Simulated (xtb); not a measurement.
B2HO2, SMILES O=BB=[OH+], charge +1. All values are semi-empirical tight-binding results from xtb (GFN2-xTB unless named), good for trends rather than for accurate numbers. Geometry: GFN2-xTB. The isomer is the one that the SMILES or the coordinates give; other isomers of the formula were not compared. One conformer was computed; it need not be the lowest.

Optimised geometry:

Bond lengths (Å): O1–B2 1.178, B2–B3 1.631, B3–O4 1.194, O4–H5 0.968. Angles (°): O1–B2–B3 180.0, B2–B3–O4 180.0, B3–O4–H5 180.0.
Charge +1, spin multiplicity 1.

### Question
Estimate the properties. (Estimate from the structure and the level; the computed values follow.)

### Answer

The point group as xtb finds it comes out as C∞v. The orbital gap is 5.03 eV. The zero-point energy is 15.5 kcal/mol and the G − E(el) at 298.15 K (modified RRHO) is 0.3 kcal/mol. The static polarisability (D4 model) is 36.1 bohr³, the solvation energy, GFN2-xTB/ALPB(water) is -72.7 kcal/mol and the solvation energy, GFN2-xTB/ALPB(acetonitrile) is -64.9 kcal/mol.

Computed IR lines (harmonic; lines under 4 % of the strongest left out, lines within 3 cm⁻¹ merged):
ν (cm⁻¹): 714 (vs), 2017 (m), 3410 (vs) (against the strongest line: vs over 80 %, s over 45 %, m over 15 %, w over 4 %, vw less)

### Question
Give the atomic charges and the Wiberg bond orders between heavy atoms. (Estimate from the structure and the level; the computed values follow.)

### Answer
charges (e) O1 -0.13, B2 0.35, B3 0.43, O4 -0.10, H5 0.45. Bond orders O1–B2 2.50, B2–B3 0.98, B3–O4 2.06.
